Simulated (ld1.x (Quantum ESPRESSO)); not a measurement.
## W (Z = 74): variants of one TM potential

Base potential:

W (Z = 74), norm-conserving Troullier–Martins (Kleinman–Bylander form), made with ld1.x (Quantum ESPRESSO) 7.5 (LDA (PZ), scalar-relativistic). Core [Kr] 4d10 4f14, reference 5s2 5p6 5d4 6s2 6p0. Waves: 5s (bound): rc 1.90 bohr; 5p (bound): rc 2.05 bohr; 5d (bound): rc 2.05 bohr. Local part: all-electron potential smoothed inside 1.45 bohr (lloc = -2). Core correction: none.

Occupied shells without a wave of their own: 6s. They enter only through the test configuration that unscreens the potential.

Cutoffs, loose and tight: the cutoffs (Ry, on a coarse ladder) from which the occupation-weighted sum of valence levels, in a spherical-Bessel basis at the reference potential, stays within 10 and 1 mRy of its value at 400 Ry. They do not see the model core or the augmentation charge, which bear on the density cutoff. Test errors are all-electron minus pseudo excitation energies from the reference, over the configurations 5s2 5p6 5d4 6s1 6p0; 5s2 5p6 5d4 6s0 6p0; 5s2 5p6 5d3 6s0 6p0; 5s2 5p5 5d4 6s2 6p0; 5s2 5p6 5d3 6s2 6p1; 5s2 5p6 5d4 6s0 6p1; 5s2 5p6 5d5 6s0 6p0 (two spin-polarised tests are not counted in the largest error). A dash means not determined; rows that change the core or the reference have their own tests.

| change | outcome | cutoff, loose | cutoff, tight | bound ghosts | largest test error (meV) |
| --- | --- | --- | --- | --- | --- |
| base | generated, misses its reference levels by 0.26 eV | 35 Ry | 50 Ry | none | -1134 |
| wave 5p (bound): rc 2.05 bohr becomes 5p (bound): rc 1.28 bohr | generated, misses its reference levels by 0.26 eV | 100 Ry | 140 Ry | none | -1139 |
| wave 5p (bound): rc 2.05 bohr becomes 5p (bound): rc 1.88 bohr | generated, misses its reference levels by 0.26 eV | 40 Ry | 55 Ry | none | -1136 |
| wave 5p (bound): rc 2.05 bohr becomes 5p (bound): rc 2.10 bohr | generated, misses its reference levels by 0.26 eV | 35 Ry | 50 Ry | none | -1134 |
| wave 5p (bound): rc 2.05 bohr becomes 5p (bound): rc 2.26 bohr | generated, misses its reference levels by 0.26 eV | 35 Ry | 55 Ry | none | -1134 |
| wave 5p (bound): rc 2.05 bohr becomes 5p (bound): rc 2.50 bohr | generated, misses its reference levels by 0.26 eV | 35 Ry | 55 Ry | none | -1134 |
| wave 5p (bound): rc 2.05 bohr becomes 5p (bound): rc 2.68 bohr | generated, misses its reference levels by 0.26 eV | 35 Ry | 50 Ry | none | -1136 |
| wave 5p (bound): rc 2.05 bohr becomes 5p (bound): rc 2.84 bohr | generated, misses its reference levels by 0.26 eV | 35 Ry | 50 Ry | none | -1139 |
| wave 5p (bound): rc 2.05 bohr becomes 5p (bound): rc 3.12 bohr | generated, misses its reference levels by 0.26 eV | 35 Ry | 50 Ry | none | -1147 |

Task: What comes out with this change to the base: wave 5p (bound): rc 2.05 bohr becomes 5p (bound): rc 1.46 bohr?

Result: outcome: generated, misses its reference levels by 0.26 eV; cutoff, loose: 80 Ry; cutoff, tight: 110 Ry; bound ghosts: none; largest test error (meV): -1139.

Task: What comes out with this change to the base: wave 5p (bound): rc 2.05 bohr becomes 5p (bound): rc 1.70 bohr?

Result: outcome: generated, misses its reference levels by 0.26 eV; cutoff, loose: 45 Ry; cutoff, tight: 80 Ry; bound ghosts: none; largest test error (meV): -1137.

Reading the sweep of the p radius (base included, trends over the rows without a ghost): The loose cutoff falls from 100 Ry at 1.28 to 35 Ry at 3.12 bohr. A larger radius leaves more room for a smooth pseudo-wave, so fewer plane waves are needed; a smaller one forces it to follow the all-electron wave where it bends sharply. The median size of the test errors (rows with all tests solved) stays near 572.8 meV.
